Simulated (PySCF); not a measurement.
**Correlation energy of Sr (strontium, neutral)**

[Kr] 5s2, closed-shell 1S. Computed with PySCF 2.14 in def2-QZVPPD with the def2 core potential (28 electrons) (7s5p4d3f, 63 functions), with scalar relativity through the core potential. Frozen: nothing; 10 electrons correlated.

| level | correlation energy (mhartree) |
| --- | --- |
| CCSD | -253.45 |
| (T) | -8.95 |
| CCSD(T) | -262.40 |

Diagnostics: T1 = 0.022, D1 = 0.0683, largest double amplitude 0.084.

Cost of the coupled-cluster step: about 2.7 core-seconds, for 10 correlated electrons.

The basis has no tight functions for the innermost shells, so their pair energies are far from complete.

This basis was not built for core-valence correlation, so the inner-shell part is incomplete.
